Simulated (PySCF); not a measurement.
# From a computed spectrum to the compound

A species of 5 atoms with charge -1 has these harmonic modes (PBE0, small Gaussian bases with core potentials, PySCF 2.14.0):

```tsv
cm⁻¹	km/mol	symmetry
480	494.0	t2
480	494.0	t2
480	494.0	t2
502	0.0	e
502	0.0	e
1255	1136.1	t2
1255	1136.1	t2
1255	1136.1	t2
1377	0.0	a1
```

**Question.** Which species is it, and in which structure?

**Answer.** [YH4]− (singlet):
```xyz
5

Y     0.0000    0.0000    0.0000
H     1.1913    1.1913    1.1913
H    -1.1913   -1.1913    1.1913
H     1.1913   -1.1913   -1.1913
H    -1.1913    1.1913   -1.1913
```
Ideal gas at 298.15 K and 1 bar: S = 238.5 J/(mol K), Cp = 62.6 J/(mol K), H − H(0 K) = 13.1 kJ/mol (rigid rotor, harmonic modes, spin degeneracy alone). 
 This is one of several that fit.
